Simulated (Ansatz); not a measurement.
One change: `NC1CO1` becomes `[GeH3][CH]1CO1`.

Ansatz, PBE0-D4/def2-TZVP geometries, multiplicity 1. Each molecule was computed in one conformer, which needn't be the lowest.

Scalar relativity is left out up to krypton.

```
                                        property  `NC1CO1`
size of the dipole moment (B3LYP/def2-TZVPP) / D      1.00
              LUMO energy (PBE0/def2-TZVPP) / eV      1.29
           HOMO energy (ωB97M-V/def2-TZVPP) / eV     -9.64
             LUMO energy (B3LYP/def2-TZVPP) / eV      0.90
           LUMO energy (ωB97M-V/def2-TZVPP) / eV      2.67
  size of the dipole moment (PBE/def2-TZVPP) / D      0.93
```

(1) Give the same properties after the change, and the shifts. (An estimate is asked.)

## Answers

(1) Computed: 
| property | `[GeH3][CH]1CO1` | shift |
| --- | --- | --- |
| size of the dipole moment (B3LYP/def2-TZVPP) / D | 1.69 | 0.69 |
| LUMO energy (PBE0/def2-TZVPP) / eV | 0.90 | -0.39 |
| HOMO energy (ωB97M-V/def2-TZVPP) / eV | -10.04 | -0.40 |
| LUMO energy (B3LYP/def2-TZVPP) / eV | 0.62 | -0.28 |
| LUMO energy (ωB97M-V/def2-TZVPP) / eV | 2.56 | -0.11 |
| size of the dipole moment (PBE/def2-TZVPP) / D | 1.53 | 0.60 |

With PBE0 the HOMO falls by 0.44 eV and the LUMO falls by 0.39 eV, so the gap widens by about 0.05 eV. PBE moves the HOMO by -0.41 eV and ωB97M-V by -0.40 eV. Dipoles are sizes alone; their direction can turn.

B3LYP here is the variant with VWN-RPA as its local correlation; programs differ in this.
